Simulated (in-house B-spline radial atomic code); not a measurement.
Ionisation energies along the 44-electron series, configuration [Kr] 4d8, as differences of self-consistent energies. Dirac energy differences include first-order Breit, QED and recoil terms. NIST's values go from ground level to ground level; the uncertainty of those that are theory runs from under 0.1 % in few-electron ions to several per cent in heavy many-electron ones. Computed with a B-spline radial code for spherical atoms: Dirac-Hartree-Fock, average of the configuration, finite nuclei.

| ion | configuration after | ionisation energy (eV) | IE/(q+1)² (eV) | Breit and QED recoil part (eV) | tabulated value (eV) | tabulated kind | computed minus tabulated (eV) |
| --- | --- | --- | --- | --- | --- | --- | --- |
| Rh+ | [Kr] 4d7 | 17.41 | 4.3519 | 0.0092888 | 18.08 | semi-empirical | -0.67 |
| Pd2+ | [Kr] 4d7 | 32.50 | 3.6109 | 0.011223 | 32.93 | semi-empirical | -0.43 |
| Ag3+ | [Kr] 4d7 | ? | ? | ? | ? | tabulated theory | ? |
| Cd4+ | [Kr] 4d7 | 69.77 | 2.7908 | 0.010534 | 67.9 | tabulated theory | 1.87 |
| In5+ | [Kr] 4d7 | 91.61 | 2.5448 | 0.0081631 | 90 | tabulated theory | 1.61 |
| Sn6+ | [Kr] 4d7 | 115.47 | 2.3565 | 0.0044982 | 112.9 | tabulated theory | 2.57 |
| Sb7+ | [Kr] 4d7 | ? | ? | ? | ? | tabulated theory | ? |
| Te8+ | [Kr] 4d7 | 169.00 | 2.0864 | -0.0067372 | 167 | tabulated theory | 2.00 |
| I9+ | [Kr] 4d7 | 198.61 | 1.9861 | -0.01437 | 197 | tabulated theory | 1.61 |

(1) Fill in the row of Ag3+.

(2) Fill in the row of Sb7+.

Where a p, d or f electron is removed, the computed value is a mean over both j, so it misses the tabulated one by a part of the spin-orbit splitting; averaging over terms and missing correlation add to the gap, relatively most at low charge.

## Answers

(1) ionisation energy (eV): 50.02; IE/(q+1)² (eV): 3.1265; Breit and QED recoil part (eV): 0.011583; tabulated value (eV): 49; computed minus tabulated (eV): 1.02.

(2) ionisation energy (eV): 141.28; IE/(q+1)² (eV): 2.2074; Breit and QED recoil part (eV): -0.00046441; tabulated value (eV): 139; computed minus tabulated (eV): 2.28.
